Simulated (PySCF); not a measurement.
The dipole of `C#CC[P@@H](=O)C#C` from its density and from atomic charges.

Coordinates (GFN2-xTB, Å) and charges (e) from the PBE0/pcSseg-1 density (PySCF):

| atom | x | y | z | Mulliken | IAO | Hirshfeld | ESP-fitted |
| --- | --- | --- | --- | --- | --- | --- | --- |
| C1 | -2.072 | 1.365 | -0.158 | -0.3280 | -0.2336 | -0.1096 | -0.5485 |
| C2 | -1.415 | 0.455 | -0.573 | +0.1257 | -0.0376 | -0.0472 | +0.1736 |
| C3 | -0.599 | -0.648 | -1.007 | -0.3816 | -0.5282 | -0.0899 | -0.5049 |
| P4 | 0.526 | -1.202 | 0.334 | +0.9375 | +1.4606 | +0.4350 | +0.9406 |
| O5 | 1.320 | -2.385 | 0.004 | -0.5760 | -0.8962 | -0.3911 | -0.6279 |
| C6 | 1.461 | 0.242 | 0.745 | -0.0829 | -0.3463 | -0.1047 | -0.2256 |
| C7 | 2.161 | 1.190 | 0.971 | -0.2671 | -0.1448 | -0.0506 | -0.2391 |
| H8 | -2.659 | 2.166 | 0.180 | +0.0485 | +0.2053 | +0.0957 | +0.3500 |
| H9 | -1.210 | -1.510 | -1.296 | +0.1999 | +0.1933 | +0.0744 | +0.2011 |
| H10 | 0.029 | -0.368 | -1.860 | +0.2009 | +0.1948 | +0.0730 | +0.2242 |
| H11 | -0.294 | -1.339 | 1.451 | +0.0548 | -0.0800 | +0.0058 | -0.0364 |
| H12 | 2.754 | 2.033 | 1.185 | +0.0683 | +0.2126 | +0.1091 | +0.2931 |

Compute μ = Σ q r for each scheme (1 e·Å = 4.803 D) and compare with the dipole of the full density.

The full density gives (-1.60, 3.37, 0.41) D, 3.75 D in size; dipole vectors point from the negative to the positive end.

| scheme | μx | μy | μz | size (D) | share of the full size (%) | angle to the full dipole (°) |
| --- | --- | --- | --- | --- | --- | --- |
| Mulliken | -2.06 | -2.11 | -0.53 | 3.00 | 80 | 111 |
| IAO | -2.62 | 3.61 | 1.13 | 4.60 | 123 | 13 |
| Hirshfeld | -1.18 | 2.37 | 0.36 | 2.67 | 71 | 2 |
| ESP-fitted | -1.62 | 3.37 | 0.41 | 3.76 | 100 | 0 |

Which set comes closest?

Length of the difference vector: ESP-fitted 0.02 D, Hirshfeld 1.08 D, IAO 1.28 D, Mulliken 5.58 D. Closest: ESP-fitted. The schemes that divide the density aren't constrained to reproduce the dipole.

What is left for the Hirshfeld atoms' own dipoles?

The Hirshfeld atoms' densities add up to the full density, so μ = Σ q r + Σ (atomic dipoles). The atomic dipoles sum to (-1.60, 3.37, 0.41) − (-1.18, 2.37, 0.36) = (-0.42, 1.00, 0.05) D, 1.08 D in size.

With the origin at the mean of the coordinates, (0.000, 0.000, -0.002) Å, which are the largest single terms, by size, of the Mulliken dipole along the direction of the full one?

O5 +7.48, P4 -5.70, C1 -3.29, H9 -0.94, C3 +0.80 D; all 12 atoms together -1.08 D. The single terms depend on the origin, their sum doesn't.

Give the size of the full dipole in other units.

3.75 D = 1.475 au = 0.781 e·Å = 12.51 × 10⁻³⁰ C·m.

Isolated species at its GFN2-xTB geometry (one conformer only).

Shape of the structure used: `[CH:1]#[C:2][CH2:3][P@@H:4](=[O:5])[C:6]#[CH:7]`: C2–C3–P4–O5 176°.
